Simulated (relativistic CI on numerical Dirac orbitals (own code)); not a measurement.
Spin-allowed bands of a d8 ion in an octahedral site, by hand

Problem. Take Δ = 12550 cm⁻¹ and B = 990 cm⁻¹ for a d8 ion in an octahedral site. Calculate the three spin-allowed bands.

Working.
1. The terms of highest spin are 3F (energy 0) and 3P (15B = 14850 cm⁻¹). Here the F term splits into A2 at −1.2Δ = -15060, T2 at −0.2Δ = -2510 and T1 at +0.6Δ = 7530 cm⁻¹.
2. The two T1 states mix through the element 0.4Δ: H = [[7530, 5020], [5020, 14850]], with roots ½(H₁₁ + H₂₂) ∓ ½√[(H₂₂ − H₁₁)² + 4H₁₂²] = ½(22380) ∓ ½(12425) = 4977 and 17403 cm⁻¹.
3. The ground term is 3A2 at -15060 cm⁻¹.
4. Bands: 3T2 12550 cm⁻¹ (797 nm), 3T1(F) 20037 cm⁻¹ (499 nm), 3T1(P) 32463 cm⁻¹ (308 nm).

Check. Exact diagonalisation of the whole d8 shell with these parameters gives 3T2 12550, 3T1 20037, 3T1 32463 cm⁻¹. The match is exact, since without spin-orbit coupling no other term has this spin. The ratio of the second band to the first, 1.597, depends on Δ/B = 12.7 alone, which is how a Tanabe-Sugano diagram is read.
